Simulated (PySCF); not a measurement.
C3H6BNS.
InChI=1S/C3H6BNS/c1-4(2)5-3-6/h1-2H3

Computed with PBE0-D3(BJ)/def2-SVP geometry optimisation, gas phase in PySCF 2.14.0.

Masses are those of the commonest isotopes; rigid-rotor values at the optimised geometry. 

Task: What are A, B and C (cm⁻¹)?

Result: Ia = 67.33, Ib = 434.78, Ic = 495.90 u·Å²; 505379 MHz·u·Å²/I gives 7506, 1162 and 1019 MHz, that is A = 0.25036, B = 0.03877, C = 0.03399 cm⁻¹.

Task: What kind of rotor is it?

Result: A near-prolate asymmetric top; Ray's κ = -0.956.

Task: What does the inertial defect say?

Result: Not planar: Δ = Ic − Ia − Ib = -6.21 u·Å². For a rigid frame Δ = −2 Σ m c², so Σ m c² = 3.11 u·Å² lies off the ab plane, practically all of it from hydrogen. The atom farthest from that plane is 1.05 Å away.

Task: Give the other two planar moments, Paa and Pbb, and the rms extents of the mass along the axes.

Result: Paa = Σ m a² = (Ib + Ic − Ia)/2 = 431.67 and Pbb = Σ m b² = (Ia + Ic − Ib)/2 = 64.23 u·Å². With the mass M = 99.03 u, the rms extents √(P/M) along a, b and c are 2.09, 0.81, 0.18 Å.

Task: Where do the levels up to J = 3 lie, in MHz?

Result: Above 0(0,0):
J = 1: 1(0,1) 2182, 1(1,1) 8525, 1(1,0) 8668
J = 2: 2(0,2) 6542, 2(1,2) 12745, 2(1,1) 13174, 2(2,1) 32204, 2(2,0) 32207
J = 3: 3(0,3) 13077, 3(1,3) 19073, 3(1,2) 19932, 3(2,2) 38749, 3(2,1) 38761, 3(3,1) 70825, 3(3,0) 70825
The levels of one J sum to (2J + 1)J(J + 1)(A + B + C)/3.

Task: Which lines would a microwave search look for?

Result: The dipole components are |μa| = 2.24 D, |μb| = 0.00 D, |μc| = 0.00 D; the symmetry axis of this C2 structure is a, so μb and μc vanish by symmetry and there are no b-type or c-type lines. Some lines, for components of 0.1 D or more:

```
type  branch         J(Ka,Kc)    MHz  lower level (cm⁻¹)
   a       Q  3(1,2) ← 3(1,3)    860               0.636
   a       Q  4(1,3) ← 4(1,4)   1432               0.918
   a       Q  5(1,4) ← 5(1,5)   2148               1.269
   a       R  1(0,1) ← 0(0,0)   2182               0.000
   a       R  2(1,2) ← 1(1,1)   4220               0.284
   a       R  2(1,1) ← 1(1,0)   4506               0.289
   a       R  3(1,3) ← 2(1,2)   6328               0.425
   a       R  3(2,2) ← 2(2,1)   6545               1.074
   a       R  3(1,2) ← 2(1,1)   6758               0.439
   a       R  4(1,4) ← 3(1,3)   8435               0.636
   a       R  4(0,4) ← 3(0,3)   8702               0.436
   a       R  4(2,3) ← 3(2,2)   8724               1.293
   a       R  4(3,2) ← 3(3,1)   8731               2.362
   a       R  4(3,1) ← 3(3,0)   8731               2.362
   a       R  4(2,2) ← 3(2,1)   8748               1.293
   a       R  5(1,5) ← 4(1,4)  10539               0.918
   a       R  5(2,4) ← 4(2,3)  10902               1.584
   a       R  5(3,3) ← 4(3,2)  10916               2.654
   a       R  5(1,4) ← 4(1,3)  11255               0.965
```

Stationary, but not proved a minimum. Zero-point vibration and centrifugal distortion are left out. A rigid rotor knows nothing of internal rotation, which can split or shift real lines. Quadrupole hyperfine structure (11B, 14N) is left out.

Time: 46 s of wall time; peak memory 0.45 GiB. Hardware: one thread, Arm Neoverse V1 (aarch64), no GPU, on a shared host. This is the geometry optimisation.
